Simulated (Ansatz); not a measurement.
Molecule: CH₃Br₃Ge, charge 0, multiplicity 1. 
Geometry from a B3LYP-D3(BJ)/def2-TZVP (Ansatz, a first-principles code) optimisation:
```xyz
8

C     -2.4056     0.0387    -0.0322
Ge    -0.4604     0.0074    -0.0062
Br     0.3454    -1.7538    -1.2766
Br     0.3239    -0.2411     2.1591
Br     0.4000     1.9776    -0.8682
H     -2.7479     0.8760     0.5729
H     -2.7376     0.1563    -1.0619
H     -2.7739    -0.8994     0.3786
```

Dipole moments at this geometry, in debye (magnitudes).

```
level                program  dipole (D)
-------------------  -------  ----------
SVWN5/def2-TZVPD      Ansatz        2.42
PBE/def2-TZVPD        Ansatz        2.36
BLYP/def2-TZVPD       Ansatz        2.35
revPBE/def2-TZVPD     Ansatz        2.35
B97M-V/def2-TZVPD     Ansatz        2.37
B3LYP/def2-TZVPD      Ansatz        2.40
PBE0/def2-TZVPD       Ansatz        2.42
r2SCANh/def2-TZVPD    Ansatz        2.44
r2SCAN0/def2-TZVPD    Ansatz        2.46
HSE06/def2-TZVPD      Ansatz        2.42
LC-wPBE/def2-TZVPD    Ansatz        2.44
wB97M-V/def2-TZVPD    Ansatz        2.40
CCSD(T)/aug-cc-pVDZ   Ansatz        2.27
```
